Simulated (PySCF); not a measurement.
Al(Me)(SeH)2, SMILES [CH3][Al]([SeH])[SeH] (CH5AlSe2) (PBE0/def2-SVP optimised geometry):

```
9

Al     0.012     0.239     0.000
C      0.991    -1.446    -0.017
H      1.732    -1.483     0.798
H      1.543    -1.567    -0.965
H      0.320    -2.312     0.094
Se     1.063     2.312     0.013
H      2.399     1.694     0.004
Se    -2.310     0.239     0.000
H     -2.399     1.708     0.000
```

Level of theory: PBE0/def2-TZVP run with PySCF.

Q: What are the frontier orbital energies and the dipole moment?

A: HOMO-2 -8.23 eV, HOMO-1 -7.61 eV, HOMO -7.08 eV, LUMO -0.76 eV, LUMO+1 -0.35 eV; dipole moment 1.48 D.

On the same geometry PBE/def2-TZVP in PySCF gives HOMO-2 -7.07 eV, HOMO-1 -6.46 eV, HOMO -5.97 eV, LUMO -1.48 eV, LUMO+1 -1.13 eV; dipole moment 1.39 D.

Meta-Löwdin charges at PBE0/def2-TZVP: Al1 0.62, C2 -0.65, H3 0.14, H4 0.14, H5 0.14, Se6 -0.27, H7 0.08, Se8 -0.27, H9 0.08.
